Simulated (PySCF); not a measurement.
Isomers of C3H4Si. Gas-phase values, no solvent. Strings in code marks are SMILES.

Method: PySCF with B3LYP-D3(BJ)/def2-TZVP. B3LYP has the VWN-RPA correlation part, as in Gaussian. 

```
species          HOMO–LUMO gap (eV)  dipole moment (D)  HOMO (eV)
---------------  ------------------  -----------------  ---------
`C=C=C=[SiH2]`                 3.63               0.88      -5.89
`[SiH2]=C1C=C1`                3.79               3.86      -5.14
`C=[si]1cc1`                   4.74               2.17      -5.81
`C#CC=[SiH2]`                  3.96               1.56      -6.01
```
